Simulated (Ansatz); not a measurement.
Ansatz (a program for electronic structure) job for H5P2, SMILES [PH3+]P, charge +1, CAM-B3LYP/def2-TZVPD. The structure is a stationary point at PBE-D3(BJ)/def2-TZVP. The isomer is the one that the SMILES or the coordinates give; other isomers of the formula were not compared.

Ansatz 0.2 input:
```yaml
crystal:
  periodic: [false, false, false]
  atoms:
    - {symbol: P, position_ang: [1.17486310, -0.11584868, -0.00000000]}
    - {symbol: P, position_ang: [-1.02234447, 0.00411273, -0.00000000]}
    - {symbol: H, position_ang: [1.22182685, 0.86631395, 1.04300840]}
    - {symbol: H, position_ang: [1.22182685, 0.86631403, -1.04300833]}
    - {symbol: H, position_ang: [-1.55114615, -0.66990376, -1.12367223]}
    - {symbol: H, position_ang: [-1.55114614, -0.66990384, 1.12367218]}
    - {symbol: H, position_ang: [-1.62914085, 1.28321888, 0.00000005]}
basis:
  gaussian:
    orbitals: def2-TZVPD
hamiltonian:
  xc: {name: CAM-B3LYP}
total_charge: 1
```

Output:

```
WARN ansatz: RAYON_NUM_THREADS=1 ignored (pool sized by the plan → 1); use --threads N
Functional definition: CAM-B3LYP
integrals: 0.06 GiB planned
811 factors; their error is unknown
integrals: 0.09 GiB planned
350 factors; integrals over basis functions are off by at most 9.8e-6 eV
mean field: 0.54 GiB planned
mean field evaluation 1: about -18651.2087 eV, gradient 1.7e1 eV
mean field evaluation 2: about -18651.8313 eV, gradient 1.2e1 eV
mean field evaluation 4: about -18652.1017 eV, gradient 3.2e-1 eV
mean field evaluation 8: about -18652.1307 eV, gradient 1.7e-1 eV
mean field evaluation 16: about -18652.1307 eV, gradient 1.7e-5 eV
mean field -18652.13073866 eV, -685.4531617773 hartree, gradient 1.7e-5 eV, S^2 0.000000; 0 other end points of the search recorded, 0 dependent functions left out
reference -18652.13084668 eV, -685.4531657471 hartree; 17, 17 occupied and 114, 114 virtual orbitals, 811 factors
Total energy: -18652.13084668 eV, -685.4531657471 hartree
```

Self-consistency was reached.

Cost: around 1.3 core-seconds (rough).
